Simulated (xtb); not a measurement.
SiHF, SMILES F[SiH] (connectivity only; charge and spin as stated), neutral, multiplicity 1. All values are semi-empirical tight-binding results from xtb (GFN2-xTB unless named), good for trends rather than for accurate numbers. Geometry: GFN2-xTB. The isomer is the one that the SMILES or the coordinates give; other isomers of the formula were not compared.

The point group as xtb finds it comes out as Cs and the orbital gap is 2.58 eV. The dipole moment is 1.60 D and the zero-point energy is 5.2 kcal/mol. The G − E(el) at 298.15 K (modified RRHO) is -9.4 kcal/mol and the static polarisability (D4 model) is 36.8 bohr³. The solvation energy, GFN2-xTB/ALPB(water) is 1.3 kcal/mol and the solvation energy, GFN2-xTB/ALPB(chcl3) is -0.1 kcal/mol.
